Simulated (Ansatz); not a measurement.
One change: `S[SiH]1C[SiH2]N1` becomes `F[SiH]1C[SiH2]N1`.

Ansatz, PBE0-D4/def2-TZVP geometries, multiplicity 1. Each molecule was computed in one conformer, which needn't be the lowest.

```
                                                                                  property  `S[SiH]1C[SiH2]N1`
                                            size of the dipole moment (PBE/def2-TZVPP) / D                1.15
                                                     LUMO energy (ωB97M-V/def2-TZVPP) / eV                1.50
                                          size of the dipole moment (B3LYP/def2-TZVPP) / D                1.21
                                                     HOMO energy (ωB97M-V/def2-TZVPP) / eV               -9.50
ideal-gas entropy at 298 K and 1 bar (rigid rotor, harmonic PBE0-D4/def2-TZVP) / J/(mol·K)                 351
                                                     HOMO–LUMO gap (B3LYP/def2-TZVPP) / eV                6.78
```

(1) What does the change do to each property? (An estimate is asked.)

Answers

(1) Ansatz gave: 
| property | `F[SiH]1C[SiH2]N1` | shift |
| --- | --- | --- |
| size of the dipole moment (PBE/def2-TZVPP) / D | 1.31 | 0.16 |
| LUMO energy (ωB97M-V/def2-TZVPP) / eV | 1.53 | 0.03 |
| size of the dipole moment (B3LYP/def2-TZVPP) / D | 1.41 | 0.20 |
| HOMO energy (ωB97M-V/def2-TZVPP) / eV | -10.11 | -0.61 |
| ideal-gas entropy at 298 K and 1 bar (rigid rotor, harmonic PBE0-D4/def2-TZVP) / J/(mol·K) | 328 | -23 |
| HOMO–LUMO gap (B3LYP/def2-TZVPP) / eV | 7.37 | 0.59 |

With PBE0 the HOMO falls by 0.54 eV and the LUMO rises by 0.06 eV, so the gap widens by about 0.60 eV. PBE moves the HOMO by -0.42 eV and ωB97M-V by -0.61 eV. The zero-point energy changes by -18.0 kJ/mol with -3 modes. Dipoles are sizes alone; their direction can turn.

Positive LUMOs are unbound, so they and the gaps depend on the basis.

B3LYP here is the variant with VWN-RPA as its local correlation; programs differ in this.
